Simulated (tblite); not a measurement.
A geometry optimisation, step by step.

Species: C7H11BN2.
Numbering: `[CH3:1][B:2]([CH3:3])/[N:4]=[C:5]1/[CH2:6][CH2:7][C@@H:8]1[C:9]#[N:10]` (hydrogens: H11, H12, H13 on C1; H14, H15, H16 on C3; H17, H18 on C6; H19, H20 on C7; H21 on C8)

Computed with GFN2-xTB (tblite), gas phase: L-BFGS steps from a force-field or distance-geometry start until the largest atomic force falls under 0.01 eV/Å. 8 of its 121 geometries are shown.

Step 0: E = -750.5685 eV, largest atomic force 3.009 eV/Å
```
atom  x, y, z in Å  |  force x, y, z in eV/Å
C1     -1.982   -1.181    0.101   -0.655   0.278   0.050
B2     -1.752    0.402   -0.016    1.232   0.067   0.031
C3     -2.979    1.387    0.069   -0.228   0.211  -0.011
N4     -0.364    1.001   -0.184    1.294  -1.947   0.005
C5      0.729    0.316   -0.243   -1.462   0.402  -0.031
C6      1.187   -1.136   -0.232   -1.736  -1.462   0.520
C7      2.639   -0.782   -0.390    0.608  -0.687   0.242
C8      2.209    0.654   -0.414    0.415   2.965   0.302
C9      2.713    1.430    0.721    0.363   0.947   0.338
N10     3.102    2.049    1.619   -0.617  -1.105  -1.332
H11    -1.634   -1.678   -0.823   -0.141   0.021   0.673
H12    -1.455   -1.583    0.985   -0.210   0.007  -0.636
H13    -3.076   -1.396    0.232    1.069   0.003  -0.159
H14    -3.034    1.983   -0.874   -0.038  -0.225   0.897
H15    -3.941    0.840    0.192    0.663   0.532  -0.100
H16    -2.861    2.080    0.938   -0.147  -0.389  -0.891
H17     0.800   -1.703   -1.095   -0.169  -0.074   0.622
H18     0.978   -1.626    0.748   -0.193   0.018  -0.854
H19     3.246   -1.068    0.508   -0.202   0.216  -1.037
H20     3.063   -1.125   -1.351    0.139   0.078   0.732
H21     2.404    1.153   -1.388    0.015   0.145   0.642
```

Step 17: E = -751.1499 eV, largest atomic force 0.149 eV/Å
```
atom  x, y, z in Å  |  force x, y, z in eV/Å
C1     -1.980   -1.180    0.105   -0.013  -0.036   0.007
B2     -1.697    0.374   -0.011   -0.050  -0.009  -0.010
C3     -2.888    1.397    0.053   -0.039   0.046   0.001
N4     -0.352    0.909   -0.180   -0.029  -0.142   0.033
C5      0.700    0.241   -0.241    0.023   0.074  -0.010
C6      1.137   -1.212   -0.226   -0.058   0.132   0.000
C7      2.591   -0.752   -0.392    0.020  -0.046   0.011
C8      2.139    0.726   -0.397    0.021  -0.007  -0.011
C9      2.654    1.487    0.702   -0.001   0.102   0.028
N10     3.095    2.056    1.592   -0.040  -0.026   0.003
H11    -1.633   -1.713   -0.779   -0.004  -0.021  -0.011
H12    -1.455   -1.620    0.951    0.009  -0.016   0.021
H13    -3.035   -1.403    0.226   -0.033  -0.026   0.003
H14    -2.941    2.013   -0.842    0.047   0.015  -0.032
H15    -3.848    0.904    0.176   -0.053   0.053  -0.001
H16    -2.764    2.094    0.879    0.052   0.018   0.019
H17     0.736   -1.802   -1.050    0.018  -0.006   0.059
H18     0.913   -1.712    0.716    0.029  -0.043  -0.057
H19     3.233   -0.994    0.450    0.087  -0.059   0.071
H20     3.070   -1.077   -1.309    0.037   0.004  -0.095
H21     2.315    1.280   -1.321   -0.021  -0.007  -0.029
```

Step 34: E = -751.1754 eV, largest atomic force 0.067 eV/Å
```
atom  x, y, z in Å  |  force x, y, z in eV/Å
C1     -2.032   -1.229    0.121   -0.011   0.008   0.004
B2     -1.738    0.324    0.004    0.047   0.016   0.008
C3     -2.851    1.435    0.041    0.005  -0.013  -0.001
N4     -0.382    0.832   -0.141    0.038   0.008  -0.018
C5      0.690    0.203   -0.220    0.033   0.030  -0.006
C6      1.174   -1.233   -0.230   -0.047   0.023   0.007
C7      2.614   -0.730   -0.408   -0.013  -0.022   0.001
C8      2.115    0.735   -0.386    0.016   0.009  -0.020
C9      2.602    1.518    0.709   -0.003  -0.001   0.043
N10     3.010    2.099    1.607   -0.015   0.006   0.006
H11    -1.678   -1.759   -0.763   -0.015   0.010  -0.009
H12    -1.495   -1.663    0.964   -0.025  -0.002   0.016
H13    -3.084   -1.466    0.242   -0.031   0.018   0.014
H14    -2.817    2.045   -0.860    0.000  -0.021  -0.009
H15    -3.862    1.056    0.157   -0.020   0.003  -0.001
H16    -2.650    2.126    0.859   -0.012  -0.015   0.008
H17     0.772   -1.821   -1.054    0.032  -0.039   0.000
H18     0.979   -1.757    0.703    0.010  -0.035   0.003
H19     3.280   -0.971    0.417    0.023  -0.029   0.003
H20     3.079   -1.022   -1.346    0.032   0.017  -0.008
H21     2.265    1.292   -1.312   -0.044   0.029  -0.041
```

Step 51: E = -751.1817 eV, largest atomic force 0.026 eV/Å
```
atom  x, y, z in Å  |  force x, y, z in eV/Å
C1     -2.076   -1.226    0.147    0.003  -0.001   0.005
B2     -1.732    0.316    0.019    0.011   0.005  -0.005
C3     -2.833    1.440    0.033   -0.003   0.006  -0.004
N4     -0.371    0.801   -0.132    0.003  -0.014  -0.007
C5      0.703    0.179   -0.223    0.001   0.000   0.021
C6      1.210   -1.250   -0.245   -0.019   0.015  -0.004
C7      2.642   -0.720   -0.425   -0.005   0.000  -0.001
C8      2.118    0.736   -0.386   -0.016   0.007  -0.004
C9      2.572    1.523    0.721    0.011  -0.006   0.007
N10     2.940    2.112    1.631   -0.002  -0.008  -0.003
H11    -1.744   -1.764   -0.741   -0.006  -0.006  -0.002
H12    -1.558   -1.685    0.987    0.004   0.005   0.015
H13    -3.138   -1.418    0.268   -0.003  -0.004   0.010
H14    -2.778    2.044   -0.871    0.001   0.001  -0.015
H15    -3.849    1.073    0.136   -0.016  -0.005  -0.006
H16    -2.639    2.133    0.851    0.004  -0.002   0.010
H17     0.820   -1.851   -1.065    0.011  -0.004  -0.005
H18     1.032   -1.782    0.689   -0.002  -0.001  -0.012
H19     3.320   -0.963    0.390    0.005  -0.005   0.011
H20     3.109   -0.987   -1.370    0.003  -0.004  -0.009
H21     2.243    1.306   -1.309    0.015   0.021  -0.002
```

Step 69: E = -751.3466 eV, largest atomic force 0.638 eV/Å
```
atom  x, y, z in Å  |  force x, y, z in eV/Å
C1     -2.349   -1.092    0.740   -0.057  -0.095  -0.065
B2     -1.761    0.170   -0.047   -0.041   0.261   0.087
C3     -2.773    1.364   -0.356   -0.122  -0.011  -0.051
N4     -0.408    0.393   -0.265    0.152  -0.016   0.295
C5      0.776    0.051   -0.392   -0.293  -0.231  -0.517
C6      1.466   -1.258   -0.725   -0.027   0.150   0.119
C7      2.831   -0.554   -0.611   -0.112   0.027  -0.059
C8      2.121    0.777   -0.234   -0.179  -0.060   0.012
C9      2.400    1.290    1.070    0.242  -0.028  -0.158
N10     2.707    1.711    2.087   -0.073   0.031   0.325
H11    -2.493   -1.917    0.040    0.079   0.113  -0.171
H12    -1.743   -1.508    1.533    0.250   0.121   0.189
H13    -3.336   -0.891    1.147    0.013   0.105   0.097
H14    -2.508    2.044   -1.174   -0.048  -0.250   0.275
H15    -3.818    1.056   -0.474    0.331   0.063  -0.079
H16    -2.730    1.935    0.586   -0.041  -0.020  -0.373
H17     1.226   -1.817   -1.633    0.090   0.301   0.072
H18     1.233   -1.884    0.131    0.137  -0.402   0.081
H19     3.513   -0.905    0.162   -0.174  -0.162   0.106
H20     3.383   -0.558   -1.546   -0.025   0.313  -0.119
H21     2.255    1.612   -0.934   -0.102  -0.211  -0.067
```

Step 86: E = -751.9006 eV, largest atomic force 0.253 eV/Å
```
atom  x, y, z in Å  |  force x, y, z in eV/Å
C1     -2.338   -0.696    1.335    0.148  -0.007  -0.038
B2     -1.769    0.166    0.112   -0.043  -0.127   0.056
C3     -2.676    1.196   -0.693    0.022  -0.092   0.034
N4     -0.505   -0.108   -0.292    0.226  -0.069   0.064
C5      0.711   -0.249   -0.437    0.012   0.225   0.115
C6      1.611   -1.224   -1.148    0.030   0.024   0.016
C7      2.833   -0.392   -0.718   -0.035  -0.060  -0.073
C8      1.906    0.636   -0.027   -0.026  -0.055  -0.001
C9      2.182    0.874    1.355   -0.044   0.101   0.168
N10     2.452    1.087    2.449   -0.090  -0.127  -0.135
H11    -2.881   -1.555    0.944   -0.016   0.021  -0.033
H12    -1.538   -1.091    1.962   -0.066   0.059  -0.008
H13    -3.027   -0.149    1.969   -0.006   0.087  -0.006
H14    -2.138    1.752   -1.458   -0.007  -0.026   0.065
H15    -3.487    0.664   -1.182   -0.086   0.014  -0.042
H16    -3.132    1.908   -0.008    0.009   0.015  -0.050
H17     1.449   -1.294   -2.220   -0.049   0.000  -0.072
H18     1.586   -2.225   -0.726   -0.081  -0.094   0.015
H19     3.505   -0.915   -0.037   -0.056   0.103  -0.027
H20     3.402    0.028   -1.540    0.107   0.010  -0.049
H21     1.844    1.604   -0.535    0.050  -0.004   0.000
```

Step 103: E = -751.9555 eV, largest atomic force 0.069 eV/Å
```
atom  x, y, z in Å  |  force x, y, z in eV/Å
C1     -2.291   -0.559    1.460   -0.047  -0.022   0.020
B2     -1.753    0.157    0.141    0.001  -0.025   0.006
C3     -2.728    1.033   -0.763    0.038   0.004   0.011
N4     -0.464   -0.034   -0.223    0.000   0.018  -0.004
C5      0.738   -0.157   -0.454    0.036   0.000  -0.015
C6      1.581   -1.135   -1.235    0.005   0.012   0.017
C7      2.844   -0.396   -0.756    0.019  -0.009  -0.066
C8      1.969    0.658   -0.035   -0.006  -0.001   0.042
C9      2.179    0.745    1.379    0.002  -0.029   0.007
N10     2.366    0.758    2.508   -0.019   0.020   0.024
H11    -2.929   -1.402    1.195    0.022   0.029   0.008
H12    -1.490   -0.938    2.090   -0.004   0.000  -0.002
H13    -2.897    0.119    2.058    0.034  -0.023  -0.032
H14    -2.208    1.619   -1.516    0.032   0.021  -0.006
H15    -3.439    0.398   -1.287   -0.014  -0.026   0.031
H16    -3.307    1.715   -0.146   -0.018   0.013  -0.029
H17     1.406   -1.081   -2.309   -0.011  -0.031   0.004
H18     1.492   -2.172   -0.915   -0.033   0.036  -0.008
H19     3.460   -0.980   -0.074   -0.014   0.030  -0.010
H20     3.473    0.008   -1.547   -0.022  -0.001   0.022
H21     1.991    1.661   -0.468   -0.003  -0.015  -0.019
```

Step 120: E = -751.9586 eV, largest atomic force 0.009 eV/Å
```
atom  x, y, z in Å  |  force x, y, z in eV/Å
C1     -2.301   -0.570    1.461   -0.006   0.002   0.002
B2     -1.749    0.147    0.151   -0.002   0.000   0.008
C3     -2.700    1.038   -0.764   -0.002  -0.001  -0.003
N4     -0.460   -0.046   -0.211   -0.005   0.005   0.005
C5      0.741   -0.161   -0.452   -0.003  -0.003  -0.001
C6      1.582   -1.136   -1.234    0.003  -0.003   0.007
C7      2.844   -0.387   -0.769    0.006   0.001   0.005
C8      1.968    0.656   -0.030    0.002   0.007  -0.001
C9      2.160    0.743    1.386    0.004  -0.001   0.001
N10     2.310    0.774    2.520    0.006  -0.006  -0.002
H11    -2.947   -1.403    1.190   -0.003  -0.002  -0.003
H12    -1.510   -0.960    2.095    0.003   0.001  -0.008
H13    -2.901    0.114    2.056    0.002  -0.001   0.002
H14    -2.160    1.605   -1.518    0.002   0.000  -0.005
H15    -3.420    0.408   -1.283   -0.004  -0.004   0.005
H16    -3.273    1.740   -0.163    0.000   0.005  -0.006
H17     1.399   -1.102   -2.307   -0.001  -0.008  -0.001
H18     1.496   -2.168   -0.899   -0.002   0.003  -0.004
H19     3.478   -0.964   -0.098    0.002  -0.001  -0.001
H20     3.453    0.031   -1.566    0.000   0.005  -0.003
H21     1.984    1.659   -0.462   -0.003   0.003   0.004
```

**Question.** Summarise the path.

**Answer.** The energy falls by 1.3901 eV from step 0 to step 120; nine tenths of that is first reached at step 81. It rises by more than 0.2 meV at step 2. The largest force goes from 3.009 to 0.009 eV/Å. Among the bonds B2–N4 changes most, from 1.522 to 1.352 Å; the atoms move by 1.344 Å rms after alignment.

**Question.** Follow the three bonds and two angles with the largest change from start to end.

**Answer.** 
```json
{"step": "0", "E above end (eV)": "1.3901", "largest force (eV/Å)": "3.009", "B2–N4 (Å)": "1.522", "N4=C5 (Å)": "1.291", "C7–C8 (Å)": "1.500", "B2–N4–C5 (°)": "124.6", "C6–C5–C8 (°)": "85.4"}
{"step": "5", "E above end (eV)": "0.8973", "largest force (eV/Å)": "0.602", "B2–N4 (Å)": "1.472", "N4=C5 (Å)": "1.248", "C7–C8 (Å)": "1.544", "B2–N4–C5 (°)": "128.1", "C6–C5–C8 (°)": "90.0"}
{"step": "10", "E above end (eV)": "0.8335", "largest force (eV/Å)": "0.177", "B2–N4 (Å)": "1.465", "N4=C5 (Å)": "1.249", "C7–C8 (Å)": "1.554", "B2–N4–C5 (°)": "127.1", "C6–C5–C8 (°)": "91.6"}
{"step": "16", "E above end (eV)": "0.8118", "largest force (eV/Å)": "0.152", "B2–N4 (Å)": "1.456", "N4=C5 (Å)": "1.248", "C7–C8 (Å)": "1.546", "B2–N4–C5 (°)": "126.2", "C6–C5–C8 (°)": "91.8"}
{"step": "21", "E above end (eV)": "0.7973", "largest force (eV/Å)": "0.141", "B2–N4 (Å)": "1.454", "N4=C5 (Å)": "1.245", "C7–C8 (Å)": "1.552", "B2–N4–C5 (°)": "127.2", "C6–C5–C8 (°)": "92.1"}
{"step": "26", "E above end (eV)": "0.7887", "largest force (eV/Å)": "0.090", "B2–N4 (Å)": "1.457", "N4=C5 (Å)": "1.246", "C7–C8 (Å)": "1.549", "B2–N4–C5 (°)": "127.8", "C6–C5–C8 (°)": "91.9"}
{"step": "31", "E above end (eV)": "0.7852", "largest force (eV/Å)": "0.063", "B2–N4 (Å)": "1.456", "N4=C5 (Å)": "1.245", "C7–C8 (Å)": "1.549", "B2–N4–C5 (°)": "128.7", "C6–C5–C8 (°)": "91.9"}
{"step": "37", "E above end (eV)": "0.7806", "largest force (eV/Å)": "0.078", "B2–N4 (Å)": "1.454", "N4=C5 (Å)": "1.244", "C7–C8 (Å)": "1.549", "B2–N4–C5 (°)": "129.8", "C6–C5–C8 (°)": "92.0"}
{"step": "42", "E above end (eV)": "0.7779", "largest force (eV/Å)": "0.034", "B2–N4 (Å)": "1.455", "N4=C5 (Å)": "1.245", "C7–C8 (Å)": "1.548", "B2–N4–C5 (°)": "130.2", "C6–C5–C8 (°)": "91.8"}
{"step": "47", "E above end (eV)": "0.7772", "largest force (eV/Å)": "0.021", "B2–N4 (Å)": "1.453", "N4=C5 (Å)": "1.244", "C7–C8 (Å)": "1.549", "B2–N4–C5 (°)": "130.5", "C6–C5–C8 (°)": "91.9"}
{"step": "52", "E above end (eV)": "0.7768", "largest force (eV/Å)": "0.033", "B2–N4 (Å)": "1.453", "N4=C5 (Å)": "1.244", "C7–C8 (Å)": "1.548", "B2–N4–C5 (°)": "130.5", "C6–C5–C8 (°)": "91.9"}
{"step": "57", "E above end (eV)": "0.7756", "largest force (eV/Å)": "0.068", "B2–N4 (Å)": "1.452", "N4=C5 (Å)": "1.244", "C7–C8 (Å)": "1.549", "B2–N4–C5 (°)": "130.9", "C6–C5–C8 (°)": "91.9"}
{"step": "63", "E above end (eV)": "0.7562", "largest force (eV/Å)": "0.334", "B2–N4 (Å)": "1.434", "N4=C5 (Å)": "1.241", "C7–C8 (Å)": "1.552", "B2–N4–C5 (°)": "139.2", "C6–C5–C8 (°)": "91.8"}
{"step": "68", "E above end (eV)": "0.6439", "largest force (eV/Å)": "0.532", "B2–N4 (Å)": "1.394", "N4=C5 (Å)": "1.239", "C7–C8 (Å)": "1.558", "B2–N4–C5 (°)": "152.3", "C6–C5–C8 (°)": "91.9"}
{"step": "73", "E above end (eV)": "0.4118", "largest force (eV/Å)": "1.312", "B2–N4 (Å)": "1.364", "N4=C5 (Å)": "1.234", "C7–C8 (Å)": "1.553", "B2–N4–C5 (°)": "165.9", "C6–C5–C8 (°)": "91.2"}
{"step": "78", "E above end (eV)": "0.2096", "largest force (eV/Å)": "0.531", "B2–N4 (Å)": "1.352", "N4=C5 (Å)": "1.234", "C7–C8 (Å)": "1.546", "B2–N4–C5 (°)": "174.5", "C6–C5–C8 (°)": "92.2"}
{"step": "83", "E above end (eV)": "0.0943", "largest force (eV/Å)": "0.423", "B2–N4 (Å)": "1.358", "N4=C5 (Å)": "1.231", "C7–C8 (Å)": "1.549", "B2–N4–C5 (°)": "169.2", "C6–C5–C8 (°)": "92.8"}
{"step": "89", "E above end (eV)": "0.0438", "largest force (eV/Å)": "0.179", "B2–N4 (Å)": "1.358", "N4=C5 (Å)": "1.231", "C7–C8 (Å)": "1.549", "B2–N4–C5 (°)": "168.0", "C6–C5–C8 (°)": "92.2"}
{"step": "94", "E above end (eV)": "0.0224", "largest force (eV/Å)": "0.156", "B2–N4 (Å)": "1.354", "N4=C5 (Å)": "1.232", "C7–C8 (Å)": "1.549", "B2–N4–C5 (°)": "172.0", "C6–C5–C8 (°)": "92.2"}
{"step": "99", "E above end (eV)": "0.0086", "largest force (eV/Å)": "0.092", "B2–N4 (Å)": "1.352", "N4=C5 (Å)": "1.231", "C7–C8 (Å)": "1.550", "B2–N4–C5 (°)": "175.0", "C6–C5–C8 (°)": "92.3"}
{"step": "104", "E above end (eV)": "0.0025", "largest force (eV/Å)": "0.117", "B2–N4 (Å)": "1.353", "N4=C5 (Å)": "1.231", "C7–C8 (Å)": "1.549", "B2–N4–C5 (°)": "174.7", "C6–C5–C8 (°)": "92.2"}
{"step": "110", "E above end (eV)": "0.0008", "largest force (eV/Å)": "0.026", "B2–N4 (Å)": "1.353", "N4=C5 (Å)": "1.230", "C7–C8 (Å)": "1.548", "B2–N4–C5 (°)": "174.6", "C6–C5–C8 (°)": "92.2"}
{"step": "115", "E above end (eV)": "0.0003", "largest force (eV/Å)": "0.028", "B2–N4 (Å)": "1.352", "N4=C5 (Å)": "1.230", "C7–C8 (Å)": "1.549", "B2–N4–C5 (°)": "174.8", "C6–C5–C8 (°)": "92.3"}
{"step": "120", "E above end (eV)": "0.0000", "largest force (eV/Å)": "0.009", "B2–N4 (Å)": "1.352", "N4=C5 (Å)": "1.230", "C7–C8 (Å)": "1.549", "B2–N4–C5 (°)": "174.8", "C6–C5–C8 (°)": "92.3"}
```

The cost below is that of the whole relaxation. On an Arm Neoverse N1 with one thread, on a shared host, this took 1.7 s.
